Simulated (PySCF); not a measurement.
**Working out the ionisation energy of Si+**

Si+ [Ne] 3s2 3p1 (2P) → Si(2+) [Ne] 3s2 (1S). Calculation: PySCF 2.14, in aug-cc-pwCVTZ (8s7p5d3f, 75 functions); no relativity, point nucleus. Frozen: nothing. Energies in hartree (1 hartree = 27.21139 eV):

```csv
part,Si+ (lower),Si(2+) (upper)
UHF,-288.576060,-287.994337
CCSD correlation,-0.343501,-0.328622
(T),-0.004106,-0.003195
```

Task: What does Hartree-Fock give?

Result: (-287.994337) − (-288.576060) = 0.581723 hartree = 15.829 eV.

Task: What do CCSD and CCSD(T) give?

Result: The CCSD correlation energies differ by 0.014879 hartree = 0.405 eV and the triples by 0.000911 hartree = 0.025 eV, so CCSD gives 16.234 eV and CCSD(T) 16.259 eV.

Measured between the centres of the two terms (NIST): 16.322 eV, so CCSD(T) (all electrons) is off by -0.063 eV.

What remains against the reference includes basis incompleteness and higher excitations.
